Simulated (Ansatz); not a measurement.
Ideal-gas functions of FGeH$_{4}$NSi (`[F][GeH]1[NH][SiH2]1`) at 600 K and 1 bar, from an Ansatz frequency run at PBE0-D4/def2-TZVP.

Molar mass 137.73 g/mol, point group C1 (symmetry number 1), electronic degeneracy 1, moments of inertia 58.321, 208.2, 213.169 u Å². Harmonic wavenumbers (cm⁻¹, unscaled): 137, 209, 334, 397, 470, 487, 639, 647, 677, 740, 770, 907, 959, 997, 2159, 2208, 2219, 3642.

Use S(trans) = R[1.5 ln M + 2.5 ln T − 1.1517]; rotational temperatures θ = 24.2544 K / I; S(rot) = R[ln(√π/σ · √(T³/θAθBθC)) + 1.5]; for each mode x = 1.438777 ν̃/T, S = R[x/(eˣ − 1) − ln(1 − e⁻ˣ)] and H = RT x/(eˣ − 1); 1 cm⁻¹ = 0.0119627 kJ/mol; R = 8.31446 J/(mol·K).

Task: By hand: the entropy, in J/(mol·K).

Result: Translation 184.8. Rotation: θ = 0.4159, 0.1165, 0.1138 K, giving 118.6. Vibration, mode by mode: 17.61, 14.14, 10.38, 9.03, 7.75, 7.48, 5.53, 5.45, 5.14, 4.56, 4.30, 3.32, 3.01, 2.80, 0.29, 0.26, 0.26, 0.01, in all 101.3. Electronic 0.0. Sum 404.7 J/(mol·K).

Task: By hand: H − E and G − E in kJ/mol, counted from the electronic energy.

Result: Zero-point energy ½ × 18598 × 0.0119627 = 111.2; thermal vibration 33.6; translation, rotation and pV give 4 RT = 20.0. H − E = 164.8 kJ/mol, and G − E = 164.8 − 600 × 404.7/1000 = -78.0 kJ/mol.

Vibration gives 25 % of the entropy, 17.6 J/(mol·K) of it from the mode under 150 cm⁻¹: soft modes count most, and the harmonic formula is weakest for them. The sum counts one conformer and one mirror image; others add a mixing term.
